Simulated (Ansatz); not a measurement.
Ideal-gas functions of ClFH4Si2 (`F[SiH]([SiH3])Cl`) at 800 K and 1 bar, from an Ansatz frequency run at PBE0-D4/def2-TZVP.

Molar mass 114.66 g/mol, point group C1 (symmetry number 1), electronic degeneracy 1, moments of inertia 119.684, 234.118, 323.186 u Å². Harmonic wavenumbers (cm⁻¹, unscaled): 93, 114, 182, 247, 403, 499, 524, 567, 781, 812, 866, 904, 932, 935, 2223, 2237, 2241, 2247.

Use S(trans) = R[1.5 ln M + 2.5 ln T − 1.1517]; rotational temperatures θ = 24.2544 K / I; S(rot) = R[ln(√π/σ · √(T³/θAθBθC)) + 1.5]; for each mode x = 1.438777 ν̃/T, S = R[x/(eˣ − 1) − ln(1 − e⁻ˣ)] and H = RT x/(eˣ − 1); 1 cm⁻¹ = 0.0119627 kJ/mol; R = 8.31446 J/(mol·K).

Q: By hand: the entropy, in J/(mol·K).

A: Translation 188.5. Rotation: θ = 0.2027, 0.1036, 0.075 K, giving 127.4. Vibration, mode by mode: 23.19, 21.50, 17.64, 15.13, 11.17, 9.49, 9.11, 8.50, 6.14, 5.87, 5.42, 5.13, 4.93, 4.91, 0.78, 0.76, 0.76, 0.75, in all 151.2. Electronic 0.0. Sum 467.1 J/(mol·K).

Q: By hand: H − E and G − E in kJ/mol, counted from the electronic energy.

A: Zero-point energy ½ × 16807 × 0.0119627 = 100.5; thermal vibration 57.9; translation, rotation and pV give 4 RT = 26.6. H − E = 185.0 kJ/mol, and G − E = 185.0 − 800 × 467.1/1000 = -188.7 kJ/mol.

Vibration gives 32 % of the entropy, 44.7 J/(mol·K) of it from the modes under 150 cm⁻¹: soft modes count most, and the harmonic formula is weakest for them. The sum counts one conformer and one mirror image; others add a mixing term.
